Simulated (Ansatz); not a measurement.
Harmonic vibrations of C2H7BOSi (`CC1B[SiH2]O1`) by finite differences.

```yaml
crystal:
  periodic: [false, false, false]
  atoms:
    - {symbol: C, position_ang: [-1.466998, 0.767902, -0.209654]}
    - {symbol: C, position_ang: [-0.272206, -0.088372, -0.595367]}
    - {symbol: B, position_ang: [0.089933, -1.249318, 0.414831]}
    - {symbol: Si, position_ang: [1.809134, -0.225825, 0.518478]}
    - {symbol: O, position_ang: [0.953608, 0.707820, -0.583581]}
    - {symbol: H, position_ang: [-1.390294, 1.119146, 0.822414]}
    - {symbol: H, position_ang: [-2.394210, 0.199875, -0.314307]}
    - {symbol: H, position_ang: [-1.514454, 1.645838, -0.857566]}
    - {symbol: H, position_ang: [-0.426525, -0.476847, -1.614642]}
    - {symbol: H, position_ang: [-0.565858, -2.181026, 0.758902]}
    - {symbol: H, position_ang: [2.193810, 0.527904, 1.746852]}
    - {symbol: H, position_ang: [3.060857, -0.802400, -0.052261]}
basis:
  gaussian: {orbitals: def2-TZVP}
hamiltonian: {xc: pbe0, dispersion: d4}
phonons: {temperatures: {t_min: 298.15, t_max: 900, t_step: 200}}
```

```sh
$ ansatz run in.yaml --threads 4 --pin off --events-out ev --progress --plain --max-ram 10444MiB
```

Shortened log:

```
Functional definition: PBE0
  name "PBE0"
  cite "Adamo & Barone, J. Chem. Phys. 110, 6158 (1999) doi:10.1063/1.478522"
  cite "Perdew, Burke & Ernzerhof, Phys. Rev. Lett. 77, 3865 (1996) doi:10.1103/PhysRevLett.77.3865"
  parent pbe
  parameter a = 0.25
  parameter kappa = 0.804
  parameter beta = 0.06672455060314922
  exchange = (1 - a)*pbe_x(kappa = kappa, mu = beta*pi^2/3) + a*exact_x
  correlation = pbe_c(beta = beta)
mean field -12781.16617500 eV, -469.6991935457 hartree, gradient 1.9e-5 eV, S^2 0.000000; 0 other end points of the search recorded, 0 dependent functions left out
the calculation of the forces begins
these checks for a lower state are left out or cut short: stability, starts, cluster_reference, orbital_swaps, neighbouring_geometries, increment
mean field -12781.16599449 eV, -469.6991869121 hartree, gradient 1.6e-6 eV, S^2 0.000000; 0 other end points of the search recorded, 0 dependent functions left out
the calculation of the forces begins
these checks for a lower state are left out or cut short: stability, starts, cluster_reference, orbital_swaps, neighbouring_geometries, increment
mean field -12781.16605029 eV, -469.6991889627 hartree, gradient 1.5e-6 eV, S^2 0.000000; 0 other end points of the search recorded, 0 dependent functions left out
the calculation of the forces begins
these checks for a lower state are left out or cut short: stability, starts, cluster_reference, orbital_swaps, neighbouring_geometries, increment
mean field -12781.16602458 eV, -469.6991880177 hartree, gradient 1.5e-6 eV, S^2 0.000000; 0 other end points of the search recorded, 0 dependent functions left out
the calculation of the forces begins
these checks for a lower state are left out or cut short: stability, starts, cluster_reference, orbital_swaps, neighbouring_geometries, increment
mean field -12781.16599882 eV, -469.6991870710 hartree, gradient 1.5e-6 eV, S^2 0.000000; 0 other end points of the search recorded, 0 dependent functions left out
the calculation of the forces begins
these checks for a lower state are left out or cut short: stability, starts, cluster_reference, orbital_swaps, neighbouring_geometries, increment
mean field -12781.16599993 eV, -469.6991871118 hartree, gradient 1.5e-6 eV, S^2 0.000000; 0 other end points of the search recorded, 0 dependent functions left out
the calculation of the forces begins
these checks for a lower state are left out or cut short: stability, starts, cluster_reference, orbital_swaps, neighbouring_geometries, increment
mean field -12781.16601211 eV, -469.6991875597 hartree, gradient 1.6e-6 eV, S^2 0.000000; 0 other end points of the search recorded, 0 dependent functions left out
the calculation of the forces begins
these checks for a lower state are left out or cut short: stability, starts, cluster_reference, orbital_swaps, neighbouring_geometries, increment
mean field -12781.16605318 eV, -469.6991890687 hartree, gradient 1.5e-6 eV, S^2 0.000000; 0 other end points of the search recorded, 0 dependent functions left out
the calculation of the forces begins
these checks for a lower state are left out or cut short: stability, starts, cluster_reference, orbital_swaps, neighbouring_geometries, increment
mean field -12781.16605923 eV, -469.6991892911 hartree, gradient 1.6e-6 eV, S^2 0.000000; 0 other end points of the search recorded, 0 dependent functions left out
[...]
the calculation of the forces begins
these checks for a lower state are left out or cut short: stability, starts, cluster_reference, orbital_swaps, neighbouring_geometries, increment
mean field -12781.16615771 eV, -469.6991929103 hartree, gradient 1.6e-6 eV, S^2 0.000000; 0 other end points of the search recorded, 0 dependent functions left out
the calculation of the forces begins
these checks for a lower state are left out or cut short: stability, starts, cluster_reference, orbital_swaps, neighbouring_geometries, increment
mean field -12781.16615950 eV, -469.6991929759 hartree, gradient 1.5e-6 eV, S^2 0.000000; 0 other end points of the search recorded, 0 dependent functions left out
the calculation of the forces begins
these checks for a lower state are left out or cut short: stability, starts, cluster_reference, orbital_swaps, neighbouring_geometries, increment
mean field -12781.16615410 eV, -469.6991927775 hartree, gradient 1.5e-6 eV, S^2 0.000000; 0 other end points of the search recorded, 0 dependent functions left out
the calculation of the forces begins
these checks for a lower state are left out or cut short: stability, starts, cluster_reference, orbital_swaps, neighbouring_geometries, increment
mean field -12781.16613943 eV, -469.6991922384 hartree, gradient 1.6e-6 eV, S^2 0.000000; 0 other end points of the search recorded, 0 dependent functions left out
the calculation of the forces begins
these checks for a lower state are left out or cut short: stability, starts, cluster_reference, orbital_swaps, neighbouring_geometries, increment
mean field -12781.16613422 eV, -469.6991920470 hartree, gradient 1.5e-6 eV, S^2 0.000000; 0 other end points of the search recorded, 0 dependent functions left out
the calculation of the forces begins
these checks for a lower state are left out or cut short: stability, starts, cluster_reference, orbital_swaps, neighbouring_geometries, increment
mean field -12781.16614277 eV, -469.6991923613 hartree, gradient 1.6e-6 eV, S^2 0.000000; 0 other end points of the search recorded, 0 dependent functions left out
the calculation of the forces begins
these checks for a lower state are left out or cut short: stability, starts, cluster_reference, orbital_swaps, neighbouring_geometries, increment
mean field -12781.16612822 eV, -469.6991918266 hartree, gradient 1.5e-6 eV, S^2 0.000000; 0 other end points of the search recorded, 0 dependent functions left out
the calculation of the forces begins
these checks for a lower state are left out or cut short: stability, starts, cluster_reference, orbital_swaps, neighbouring_geometries, increment
mean field -12781.16616241 eV, -469.6991930831 hartree, gradient 1.6e-6 eV, S^2 0.000000; 0 other end points of the search recorded, 0 dependent functions left out
the calculation of the forces begins
these checks for a lower state are left out or cut short: stability, starts, cluster_reference, orbital_swaps, neighbouring_geometries, increment
mean field -12781.16616288 eV, -469.6991931004 hartree, gradient 1.5e-6 eV, S^2 0.000000; 0 other end points of the search recorded, 0 dependent functions left out
the calculation of the forces begins
these checks for a lower state are left out or cut short: stability, starts, cluster_reference, orbital_swaps, neighbouring_geometries, increment
mean field -12781.16616271 eV, -469.6991930939 hartree, gradient 1.6e-6 eV, S^2 0.000000; 0 other end points of the search recorded, 0 dependent functions left out
the calculation of the forces begins
these checks for a lower state are left out or cut short: stability, starts, cluster_reference, orbital_swaps, neighbouring_geometries, increment
mean field -12781.16615991 eV, -469.6991929909 hartree, gradient 1.5e-6 eV, S^2 0.000000; 0 other end points of the search recorded, 0 dependent functions left out
the calculation of the forces begins
Total energy: -12781.37799717 eV, -469.7069778667 hartree
Atom 0 at    -1.466998     0.767902    -0.209654 Å, force     0.000840    -0.000363    -0.000677 eV/Å
Atom 1 at    -0.272206    -0.088372    -0.595367 Å, force     0.001671     0.002172     0.001548 eV/Å
Atom 2 at     0.089933    -1.249318     0.414831 Å, force    -0.000979     0.002685    -0.001802 eV/Å
Atom 3 at     1.809134    -0.225825     0.518478 Å, force     0.003887    -0.001207    -0.000133 eV/Å
Atom 4 at     0.953608     0.707820    -0.583581 Å, force    -0.003495    -0.001578     0.001803 eV/Å
Atom 5 at    -1.390294     1.119146     0.822414 Å, force    -0.000867    -0.000065    -0.000304 eV/Å
Atom 6 at    -2.394210     0.199875    -0.314307 Å, force     0.001296     0.000089    -0.001097 eV/Å
Atom 7 at    -1.514454     1.645838    -0.857566 Å, force    -0.000773     0.000388     0.001067 eV/Å
Atom 8 at    -0.426525    -0.476847    -1.614642 Å, force     0.000074    -0.002397     0.001286 eV/Å
Atom 9 at    -0.565858    -2.181026     0.758902 Å, force    -0.000501    -0.000114    -0.000603 eV/Å
Atom 10 at     2.193810     0.527904     1.746852 Å, force    -0.000294     0.000103    -0.001463 eV/Å
Atom 11 at     3.060857    -0.802400    -0.052261 Å, force    -0.000859     0.000287     0.000375 eV/Å
Dipole moment:    -0.247310    -0.206510     0.061753 e Å
Vibrations: 75.53 188.72 251.37 359.73 416.00 490.69 631.92 670.25 756.34 781.49 814.57 858.91 902.41 943.39 955.72 988.26 1064.99 1124.71 1262.89 1297.60 1388.02 1471.22 1492.67 2190.88 2192.56 2681.21 2983.56 3047.33 3122.95 3134.14 cm⁻¹, zero-point energy 2.389178 eV
```

Hardware: 4 threads of a server CPU on a shared host. Wall time 3.8 min, peak host memory 0.56 GiB.
